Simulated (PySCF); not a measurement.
Compound: NiF2 (triplet state).
Bonds: Ni1–F2, Ni1–F3.

Computed by this run: PBE0-D3(BJ)/def2-SVP geometry optimisation, gas phase in PySCF 2.14.0; unrestricted, density fitting, grid level 1; the optimiser is geomeTRIC in internal coordinates, started from a GFN2-xTB structure with every atom displaced at random (about 0.03 Å).

Step 0: E = -46456.4949 eV
```
atom  x, y, z in Å  |  force x, y, z in eV/Å
Ni1     0.0610   -0.0768    0.0122   -0.091   0.086  -1.831
F2     -0.0339   -0.0345    1.6700   -0.003  -0.012   1.470
F3     -0.0435    0.0141   -1.7022    0.094  -0.074   0.360
```

Problem. Estimate the geometry and energy of step 1. (The exact step hangs on the optimiser's Hessian estimate; all steps are aligned on step 0, rigid shifts and turns removed.)

Solution. E = -46456.5326 eV, largest force 0.343 eV/Å
```
atom  x, y, z in Å  |  force x, y, z in eV/Å
Ni1     0.0506   -0.0697   -0.0037   -0.114   0.081  -0.313
F2     -0.0290   -0.0380    1.6920    0.051  -0.032   0.282
F3     -0.0380    0.0105   -1.7082    0.063  -0.049   0.031
```

The energy changes by -0.0377 eV. The first-order estimate −F·Δx gives -0.0617 eV and the mean of the old and new forces, exact on a quadratic surface, -0.0377 eV. The step makes an angle of 36° with the force vector and moves no atom by more than 0.023 Å.

What follows is the cost of the whole optimisation. The run took 23 s on one thread of an Arm Neoverse V2, on a shared host, and the process peaked at 0.26 GiB of memory.
